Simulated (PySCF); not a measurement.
One of the candidates below gave these computed data.

All candidates are C6H6OS.

| technique | computed result |
| --- | --- |
| Rotational structure | rotational constants A, B, C: 3.548, 1.450, 1.036 GHz [GFN2-xTB] |
| 13C NMR | chemical shifts (computed TMS as zero) by class: 191.4 (1 C), 150.7 (1 C), 140.1 (1 C), 138.2 (1 C), 132.6 (1 C), 30.3 (1 C) ppm [GIAO PBE0/pcSseg-1] |
| NMR, other nuclei | isotropic shieldings of nuclei other than C and H, by class: -291 (1 O), 274 (1 S) ppm [GIAO PBE0/pcSseg-1] |
| Dipole | 3.09 D [PBE0/pcSseg-1] |
| 1H NMR | chemical shifts (computed TMS as zero) by class: 8.19 (1 H), 7.34 (1 H), 7.31 (1 H), 2.55 (3 H) ppm [GIAO PBE0/pcSseg-1] |

Gas-phase values; electronic properties from PySCF, density fitting. Levels stand in brackets. Geometry: GFN2-xTB, one conformer, isolated molecule. NMR classes are plain means over equivalent atoms (diastereotopic ones count apart unless rotation or inversion swaps them), as if these changed places fast.

Problem. Which candidate is it?
A. `CC(=O)c1cccs1`
B. `CC(=S)c1ccco1`
C. `C[C@H]1C(=O)C=CC1=S`

Solution. A. It is `CC(=O)c1cccs1`. Numbering: `[CH3:1][C:2](=[O:3])[c:4]1[cH:5][cH:6][cH:7][s:8]1`. Its formula, C6H6OS, gives 4 degrees of unsaturation: 1 ring and 3 π bonds in the structure found (Kekulé form). 6 carbons fall into 6 classes; from least to most shielded: ketone carbonyl carbon [C2] (191.4 ppm), substituted aromatic carbon [C4] (150.7 ppm), aromatic CH next to a ring sulfur [C7] (140.1 ppm), aromatic CH carbon [C5] (138.2 ppm), aromatic CH carbon [C6] (132.6 ppm), methyl carbon next to a carbonyl [C1] (30.3 ppm). Hydrogen classes from least to most shielded: 1 H on an aromatic CH carbon, C5 (8.19 ppm), 1 H on an aromatic CH next to a ring sulfur, C7 (7.34 ppm), 1 H on an aromatic CH carbon, C6 (7.31 ppm), 3 H on a methyl carbon next to a carbonyl, C1 (2.55 ppm, a mean of values up to 0.6 ppm apart in this geometry). The other shieldings belong to: -291 ppm, ketone oxygen [O3]; 274 ppm, thiophene-type sulfur [S8]. By its constants the optimised geometry is an asymmetric top.

The others, at the same levels:
- `CC(=S)c1ccco1` fails: its computed 13C shifts are 232.7 (1 C), 165.8 (1 C), 150.9 (1 C), 128.7 (1 C), 121.4 (1 C), 38.2 (1 C) ppm, 1H shifts are 8.08 (1 H), 7.57 (1 H), 6.77 (1 H), 3.16 (3 H) ppm and rotational constant A is 3.800 GHz (against 3.548 GHz).
- `C[C@H]1C(=O)C=CC1=S` fails: its computed 13C shifts are 270.7 (1 C), 215.5 (1 C), 161.0 (1 C), 147.2 (1 C), 58.7 (1 C), 19.6 (1 C) ppm, 1H shifts are 7.52 (1 H), 7.18 (1 H), 2.91 (1 H), 1.38 (3 H) ppm and rotational constant A is 3.381 GHz (against 3.548 GHz).

Each candidate is one conformer, not necessarily the lowest. The conformers computed, where there is a choice (atom-mapped SMILES and torsion angles):
- `[CH3:1][C:2](=[O:3])[c:4]1[cH:5][cH:6][cH:7][s:8]1`: C1–C2–C4–C5 178°
- `[CH3:1][C:2](=[S:3])[c:4]1[cH:5][cH:6][cH:7][o:8]1`: C1–C2–C4–C5 180°
